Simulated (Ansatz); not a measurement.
Geometry optimisation, RKS PBE-D4/def2-SVP in Ansatz 0.2.0.

Input:

```yaml
crystal:
  periodic: [false, false, false]
  atoms:
    - { symbol: Al, position_ang: [0.562642, -0.462405, 0.215916] }
    - { symbol: F, position_ang: [1.468744, 0.744641, 1.09559] }
    - { symbol: C, position_ang: [0.288135, -0.251299, -1.702615] }
    - { symbol: "N", position_ang: [0.114098, -1.89361, 1.17204] }
    - { symbol: H, position_ang: [-0.221252, 2.077453, 1.432412] }
    - { symbol: S, position_ang: [-1.541211, 2.249361, 1.13673] }
    - { symbol: H, position_ang: [1.182612, -0.563491, -2.280298] }
    - { symbol: H, position_ang: [0.078825, 0.805692, -1.963987] }
    - { symbol: H, position_ang: [-0.568261, -0.864313, -2.050486] }
    - { symbol: H, position_ang: [0.320027, -2.017864, 2.164705] }
    - { symbol: H, position_ang: [-0.45213, -2.671191, 0.826803] }
    - { symbol: H, position_ang: [-1.23223, 2.846927, -0.046711] }
basis:
  gaussian: { orbitals: def2-SVP }
hamiltonian:
  xc: pbe
  dispersion: d4
relax:
  f_tol: 0.03
  max_steps: 50
```

Launched with:

```bash
$ ansatz run input.yaml --threads 2 --pin off --max-ram 3072MiB --backend cpu --events-out ev --progress --plain --runs-dir out
```

Where does it end, and by what steps?

The forces met the threshold. After 11 steps the energy has fallen by 0.194 eV; S6 moved furthest, 0.65 Å. Joined: Al1–S6.

| step | energy less start (eV) | largest force component (eV/Å) | accepted |
| --- | --- | --- | --- |
| 0 | 0.0000 | 0.821 | yes |
| 1 | -0.0838 | 0.442 | yes |
| 2 | -0.1364 | 0.396 | yes |
| 3 | -0.1792 | 0.316 | yes |
| 4 | -0.1812 | 0.173 | yes |
| 5 | -0.1887 | 0.128 | yes |
| 6 | -0.1905 | 0.062 | yes |
| 7 | -0.1898 | 0.097 | no |
| 8 | -0.1923 | 0.037 | yes |
| 9 | -0.1931 | 0.101 | yes |
| 10 | -0.1936 | 0.080 | yes |
| 11 | -0.1942 | 0.016 | yes |

```xyz
12
Properties=species:S:1:pos:R:3
Al 0.424 -0.243 0.268
F 1.536 0.796 1.056
C 0.241 -0.135 -1.680
N 0.053 -1.722 1.203
H -0.190 2.008 1.531
S -1.387 1.640 0.978
H 1.066 -0.686 -2.180
H 0.284 0.911 -2.050
H -0.712 -0.579 -2.039
H 0.345 -1.886 2.168
H -0.501 -2.512 0.869
H -1.158 2.408 -0.125
```

Run time: 18 s on 2 threads of Intel(R) Xeon(R) 6975P-C (Granite Rapids), on a shared host, peak memory 0.2 GiB.
